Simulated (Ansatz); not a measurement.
CoBr2, 3 atoms. Hardware: 2 threads of Arm Neoverse N1 on a shared host.

Correlated methods freeze 23 core orbitals; core or outer-core shells of Co, Br are correlated, in sets that lack core-valence functions.

Problem. How many basis functions does each of these Ansatz runs have, and roughly what does it cost? ωB97X-V/def2-TZVP, charge 0 quartet, energy, from earlier orbitals; MP2/def2-TZVP, charge 0 quartet, energy, from earlier orbitals; PBE0-D4/def2-TZVP, charge 0 quartet, frequencies; BHLYP-D4/def2-TZVP, charge 0 quartet, energy, from earlier orbitals; PBE0-D4/def2-TZVP, charge 0 quartet, energy and forces, from earlier orbitals; HF/def2-TZVP, charge 0 doublet, energy, from earlier orbitals; PBE0-D4/def2-TZVPD, charge 0 quartet, energy, from earlier orbitals; r2SCAN-D4/def2-TZVP, charge 0 doublet, energy, from earlier orbitals; PBE0-D4/def2-TZVP, charge 0 doublet, energy, from earlier orbitals; B2PLYP/def2-TZVP, charge 0 quartet, energy, from earlier orbitals; LDA (SPW92)/def2-TZVP, charge 0 doublet, energy, from earlier orbitals; r2SCANh-D4/def2-TZVP, charge 0 quartet, energy, from earlier orbitals.

Solution. Other jobs shared the machine, so times can vary by a factor of up to 3. A dash marks memory too small to be measured apart from the calling script's.

```tsv
run	functions	wall time	peak host memory (GiB)
MP2/def2-TZVP, charge 0 quartet, energy, from earlier orbitals	141	21 s	0.68
PBE0-D4/def2-TZVPD, charge 0 quartet, energy, from earlier orbitals	162	55 s	0.94
LDA (SPW92)/def2-TZVP, charge 0 doublet, energy, from earlier orbitals	141	76 s	–
BHLYP-D4/def2-TZVP, charge 0 quartet, energy, from earlier orbitals	141	83 s	0.77
HF/def2-TZVP, charge 0 doublet, energy, from earlier orbitals	141	84 s	0.69
r2SCAN-D4/def2-TZVP, charge 0 doublet, energy, from earlier orbitals	141	89 s	–
r2SCANh-D4/def2-TZVP, charge 0 quartet, energy, from earlier orbitals	141	94 s	0.55
PBE0-D4/def2-TZVP, charge 0 quartet, energy and forces, from earlier orbitals	141	94 s	0.79
B2PLYP/def2-TZVP, charge 0 quartet, energy, from earlier orbitals	141	1.7 min	0.79
PBE0-D4/def2-TZVP, charge 0 doublet, energy, from earlier orbitals	141	2.1 min	0.77
ωB97X-V/def2-TZVP, charge 0 quartet, energy, from earlier orbitals	141	2.4 min	0.97
PBE0-D4/def2-TZVP, charge 0 quartet, frequencies	141	5.6 min	0.92
```
